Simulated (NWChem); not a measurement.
System: TiN2H4O; SMILES [NH2][Ti]([NH2])=[O]

The following NWChem deck was run.

```
start job
memory heap 200 mb stack 900 mb global 1100 mb
geometry units angstroms
  Ti     0.295498     0.157830     0.113897
  O      0.774169    -0.889671    -1.007790
  N     -0.603662    -0.848763     1.427816
  H     -0.582489    -1.863780     1.296734
  H     -1.563393    -0.591625     1.678496
  N     -0.927228     1.315062    -0.730976
  H     -1.864644     1.422967    -0.331411
  H     -1.037588     1.179661    -1.739627
end
basis spherical
  * library def2-svp
end
dft
  xc xpbe96 cpbe96
  disp vdw 4
  iterations 150
end
driver
  maxiter 120
end
task dft optimize
task dft freq
```

The level has its own optimisation; frequencies are unscaled.

**Question.** Predict the main results of this run. (PBE-D3(BJ)/def2-SVP.) Quantities: r O–Ti (Å); r N–Ti (Å); r H–N (Å); highest harmonic frequency (cm⁻¹); lowest (cm⁻¹); zero-point energy (kcal/mol); dipole (D).

**Answer.** 
- r O–Ti (Å) = 1.616
- r N–Ti (Å) = 1.914
- r H–N (Å) = 1.027
- highest harmonic frequency (cm⁻¹) = 3532
- lowest (cm⁻¹) = 58
- zero-point energy (kcal/mol) = 32.3
- dipole (D) = 3.57
